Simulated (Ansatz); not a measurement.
Calculated with Ansatz (gas phase, PBE0-D4/def2-TZVP geometries, no zero-point term in ΔE). CCSD(T)/CBS adds triple-zeta CCSD(T) − MP2 to the extrapolated MP2 energy (def2 sets, frozen cores). Functionals use def2-TZVPP. Elements past krypton have def2 core potentials. For In outer-core shells are correlated without core-valence functions, which leaves a few kJ/mol of doubt a bond. Each species was taken in one conformer, which may not be the lowest.

Consider the substitution at a C–O bond: `C=CCOC=C` + `[OH][InH2]` → `C=C[O][InH2]` + `C=CCO`.

(1) Is it downhill or uphill in electronic energy at CCSD(T)/CBS, and by how much? (An estimate is asked.)

(2) What do these levels give: revPBE-D4, BLYP-D4, PBE0, CCSD(T)/def2-SVP, CCSD/def2-TZVPP, MP2/def2-QZVPP? (Best estimate.)

Largest T1 diagnostic among the species: 0.017.

## Answers

(1) The calculation gave: Uphill: ΔE = +0.05 eV.

(2) Ansatz gave: revPBE-D4 0.04, BLYP-D4 0.04, PBE0 0.03, CCSD(T)/def2-SVP -0.01, CCSD/def2-TZVPP 0.05, MP2/def2-QZVPP 0.07 eV.

In def2-TZVPP, CCSD(T) changes the Hartree–Fock value by +0.06 eV (the triples alone add +0.01 eV) and MP2 by +0.09 eV. At CCSD(T), def2-SVP lies −0.06 eV from the extrapolated value and def2-TZVPP −0.00 eV. Leaving LDA and LC-ωPBE aside and taking each functional with its dispersion term where it has one, the values, not all of them listed here, spread over 0.05 eV, from BHLYP-D4 to CAM-B3LYP-D4. LDA lies +0.05 eV from PBE without D4.
